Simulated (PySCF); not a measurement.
# Computed structure and properties of [Ho(H2O)4]3+

System: [Ho(H2O)4]3+ (singlet in the valence; each metal's 4f electrons, 10 of them, lie in its core potential, out of spins and levels); start: displaced along the imaginary mode (S4). Method: PySCF 2.14.0, RKS PBE0, Ho lcecp-1-SVP with ECP56, O def2-SVP, H def2-SVP; non-relativistic Hamiltonian with scalar-relativistic core potentials where named; density fitting; no spin-orbit coupling.

Input of the relaxation:

```python
mol = gto.M(atom='''
Ho     0.00000    -0.00000     0.00000
O      1.29895     1.30689     1.31485
H      1.46421     1.20381     2.31158
H      1.87206     2.09068     1.01709
O     -1.29895    -1.31485     1.30689
H     -1.87206    -1.01709     2.09068
H     -1.46421    -2.31158     1.20381
O      1.29895    -1.30689    -1.31485
H      1.87206    -2.09068    -1.01709
H      1.46421    -1.20381    -2.31158
O     -1.29895     1.31485    -1.30689
H     -1.46421     2.31158    -1.20381
H     -1.87206     1.01709    -2.09068''',
    basis={'Ho': 'lcecp-1-SVP', 'O': 'def2-SVP', 'H': 'def2-SVP'},
    ecp={'Ho': 'lcecp-1-SVP'},
    charge=3, spin=0)
mf = dft.RKS(mol, xc='PBE0')
mf.grids.atom_grid = (50, 194)  # f atoms: unpruned, at least (60, 302)
mf = mf.density_fit()  # fitting sets: Ho AutoAux, O def2-universal-JKFIT, H def2-universal-JKFIT
mf.conv_tol = 1e-08; mf.max_cycle = 55
mf.kernel(dm0)  # dm0: converged density of the start geometry
# quasi-Newton relaxation in Cartesian coordinates to a largest gradient under 0.00045 Eh/bohr, steps kept in the point group
```

Run from Python with OMP_NUM_THREADS=2; the lines above give its settings. Where DIIS fails, smearing, a level shift and second-order steps follow.
It took 120 s on 2 threads of Intel(R) Xeon(R) 6975P-C (Granite Rapids), with other jobs on the host, from the converged density of the start.

Course of the relaxation:

```tsv
step	energy above end (eV)	largest force component within the symmetry (eV/Å)
0	0.2342	1.337
1	0.0331	0.125
2	0.0300	0.025
3	0.0280	0.113
4	0.0249	0.178
5	0.0181	0.149
6	0.0114	0.072
7	0.0060	0.110
13	0.0004	0.044
14	0.0001	0.012
15	0.0000	0.007
16	0.0001	0.048
17	0.0000	0.022
18	0.0000	0.023
```
(The steps between are left out.)

Relaxed geometry (S4):

```xyz
13

Ho   -0.0001    0.0000    0.0000
O     1.3419    1.2547    1.3197
H     1.2713    1.4127    2.2884
H     2.1437    1.7660    1.0647
O    -1.3423   -1.3196    1.2545
H    -2.1437   -1.0648    1.7662
H    -1.2709   -2.2886    1.4131
O     1.3419   -1.2547   -1.3197
H     2.1437   -1.7660   -1.0647
H     1.2713   -1.4127   -2.2884
O    -1.3423    1.3196   -1.2545
H    -1.2709    2.2886   -1.4131
H    -2.1437    1.0648   -1.7662
```

```csv
contact,Å
Ho1–O2 (H2O),2.262
Ho1–O5 (H2O),2.262
Ho1–O8 (H2O),2.262
Ho1–O11 (H2O),2.262
```

On the finer grid (75, 302):

```
HOMO                                                          : -24.47 eV
LUMO                                                          : -15.15 eV
Dipole about the centre of mass                               : 0.00 D
Set of Mulliken populations of Ho1 outside the core potential : s 2.18, p 6.25, d 0.80, f 0.05
D3(BJ) dispersion energy (not in the energies)                : -0.173 eV
```

| atom | Mulliken (e) | Löwdin (e) | spin (e) |
| --- | --- | --- | --- |
| Ho1 | 1.73 | 1.29 | 0.00 |
| O2 | -0.33 | 0.02 | 0.00 |
| H3 | 0.32 | 0.20 | 0.00 |
| H4 | 0.32 | 0.20 | 0.00 |
| O5 | -0.33 | 0.02 | 0.00 |
| H6 | 0.32 | 0.20 | 0.00 |
| H7 | 0.32 | 0.20 | 0.00 |
| O8 | -0.33 | 0.02 | 0.00 |
| H9 | 0.32 | 0.20 | 0.00 |
| H10 | 0.32 | 0.20 | 0.00 |
| O11 | -0.33 | 0.02 | 0.00 |
| H12 | 0.32 | 0.20 | 0.00 |
| H13 | 0.32 | 0.20 | 0.00 |

The 4f levels lie in the core potential and are missing. Their spin isn't counted.

No frequency check is given for this geometry.

Taking off one H2O (charge 0, singlet; the rest: singlet) in vacuum, both parts rigid, costs 3.49 eV; the small basis without counterpoise inflates it. Parting with an electron moved from the ligand to the metal can be far cheaper, even downhill.

Rigid scan of H2O along the line from its metal:

(distance to O2 (Å), energy (eV)): (1.96, 0.671), (2.06, 0.254), (2.16, 0.054), (2.26, 0.000), (2.36, 0.041), (2.46, 0.142)

One start shape was tried, so this needn't be the lowest isomer.

An lcecp potential fixes the number of 4f electrons, so in runs with it no electron can move into or out of that shell.
